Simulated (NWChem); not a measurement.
System: BiF3; SMILES [F][Bi]([F])[F]

NWChem input:

```
start job
memory heap 200 mb stack 900 mb global 1100 mb
geometry units angstroms noautosym nocenter noautoz
  Bi     0.000000     0.000000     0.215783
  F     -1.723722    -0.358541    -0.820481
  F      0.551355     1.672057    -0.820481
  F      1.172367    -1.313516    -0.820481
end
basis spherical
  * library def2-svpd
end
ecp
  Bi library def2-ecp
end
dft
  xc b3lyp
  iterations 150
  vectors input atomic output neutral.movecs
end
task dft energy
charge 1
dft
  odft
  mult 2
  vectors input atomic output cation.movecs
end
task dft energy
charge -1
dft
  odft
  mult 2
  vectors input atomic output anion.movecs
end
task dft energy
```

Geometry: optimised at PBE-D3(BJ)/def2-SVP. def2 effective core potentials on Bi; no spin-orbit coupling.

Ions are spin-unrestricted doublets at the neutral geometry; other ion states weren't tried.

Predict the main results of this run. (B3LYP/def2-SVPD with def2 effective core potentials on Bi, vertical spin-unrestricted ions.) Quantities: vertical ionisation energy, ΔSCF (eV); −ε(HOMO) (eV).

The vertical ionisation energy, ΔSCF (eV) is 13.34 and the −ε(HOMO) (eV) comes out as 10.11.
